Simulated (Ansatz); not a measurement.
A thermochemical cycle in electronic energies (no zero-point or thermal terms), species as SMILES, kcal/mol. Each molecule is optimised on its own at B3LYP-D3(BJ)/def2-TZVP (Ansatz, a quantum-chemistry and plane-wave program), one conformer each, not searched for the lowest. Cores are frozen in the correlated levels unless marked. UHF or UKS for open shells. Spin-orbit coupling is left out. No relativistic terms. Basis-set limits of correlation are two-point, X^-3; Hartree-Fock from the larger set. The bracket is a focal-point correction in the basis named. Anions need diffuse functions, of which def2-TZVPD holds fewer than the aug- sets.

| step | RI-MP2/CBS(aug-cc-pVTZ,aug-cc-pVQZ)+[CCSD(T)-MP2]/aug-cc-pVTZ (Ansatz) | wB97M-V/def2-TZVPD (Ansatz) |
|---|---|---|
| bond energy D: NB(F)F → [NH]B(F)F + H atom | 128.7 | 127.0 |
| deprotonation energy A: NB(F)F → [NH-]B(F)F + H+ | 378.6 | 375.7 |
| ionisation of the H atom at the same level, IE | 313.7 | 310.1 |

Problem. Find the electron affinity EA, positive where the anion is bound: [NH]B(F)F + e- → [NH-]B(F)F.

Solution. Breaking the bond, ionising the H atom and attaching the electron to the radical add up to the deprotonation, A = D + IE - EA. At RI-MP2/CBS(aug-cc-pVTZ,aug-cc-pVQZ)+[CCSD(T)-MP2]/aug-cc-pVTZ: EA = D + IE - A = 128.7 + 313.7 - 378.6 = 63.8. At wB97M-V/def2-TZVPD: EA = D + IE - A = 127.0 + 310.1 - 375.7 = 61.4. The functional differs from the first level by -1.7 in D, -2.4 in EA and -2.9 in A; for EA and A the gap mixes functional and basis.
